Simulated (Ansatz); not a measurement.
Basis sets compared for the cluster Be6⁺. Total charge 1; doublet. Geometry PBE0/def2-TZVP. Ansatz on 4 threads of Arm Neoverse V1 on a shared host; times are rough, and most runs start from earlier orbitals.

```xyz
6

Be   -2.216   -0.906    0.451
Be    0.522    0.970   -0.992
Be    1.508    1.161    0.754
Be   -0.444    0.229    0.867
Be   -0.698   -0.828   -0.920
Be    1.329   -0.627   -0.160
```

B3LYP takes the VWN-RPA correlation. The structure comes from a short search, and lower isomers may exist.

```json
{"level": "PBE/def2-SVP", "functions": "54", "energy (Eh)": "-87.7602", "HOMO (eV)": "-9.09", "LUMO (eV)": "-8.45", "wall time": "0.8 s"}
{"level": "B3LYP/6-31G", "functions": "54", "energy (Eh)": "-88.0299", "HOMO (eV)": "-9.57", "LUMO (eV)": "-7.63", "wall time": "1.2 s"}
{"level": "PBE0/def2-SVP", "functions": "54", "energy (Eh)": "-87.7838", "HOMO (eV)": "-9.89", "LUMO (eV)": "-7.62", "wall time": "1.4 s"}
```

Q: Estimate the rows for PBE/def2-TZVP (with forces), B3LYP/def2-TZVP, PBE0/def2-TZVP.

A: 
```
                      level  functions  energy (Eh)  HOMO (eV)  LUMO (eV)  wall time
PBE/def2-TZVP (with forces)        114     -87.8537      -9.08      -8.42      1.9 s
            B3LYP/def2-TZVP        114     -88.0497      -9.63      -7.71      2.1 s
             PBE0/def2-TZVP        114     -87.8788      -9.87      -7.58      4.6 s
```
